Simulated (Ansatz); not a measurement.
The cluster Mg₂S₂, relaxed as a singlet with RKS r2SCAN-D4/def2-TZVP in Ansatz, starting from the GFN1-xTB geometry. Force threshold 0.02 eV/Å.

The restricted singlet is unstable towards broken spin symmetry in Hartree–Fock (as tested in another run); at r2SCAN-D4/def2-TZVP this wasn't settled. Another isomer (singlet) lies 2.22 eV lower at PBE0-D4/def2-TZVP; other spin states weren't run for this one.

Start:

```
atom   x (Å)   y (Å)   z (Å)
 Mg1   0.692   1.690   1.252
 Mg2   0.847  -0.016  -0.870
  S3  -1.392  -0.124  -0.812
  S4  -0.147  -1.550   0.430
```

| step | energy (eV) | largest force component (eV/Å) | SCF passes |
| --- | --- | --- | --- |
| 1 | -32557.9245 | 1.075 | 17 |
| 2 | -32558.0670 | 0.628 | 21 |
| 3 | -32558.3150 | 0.899 | 28 |
| 4 | -32558.5813 | 0.915 | 30 |
| 5 | -32558.7405 | 0.740 | 29 |
| 6 | -32558.7567 | 0.207 | 23 |
| 7 | -32558.7600 | 0.007 | 24 |

Force components are those of the run's own axes.

End:

```
atom    x (Å)    y (Å)    z (Å)
 Mg1   0.2686   1.1697   1.0759
 Mg2   1.0883  -0.0810  -1.1858
  S3  -1.2748   0.1390  -0.5391
  S4  -0.0820  -1.2276   0.6490
```

Bonds formed: Mg1–S3, Mg1–S4 (atoms count from 1).

No frequencies were taken in this run, so the end may be a saddle point.

Hardware: 4 threads of Arm Neoverse V2 on a shared host. Wall time 12 s.
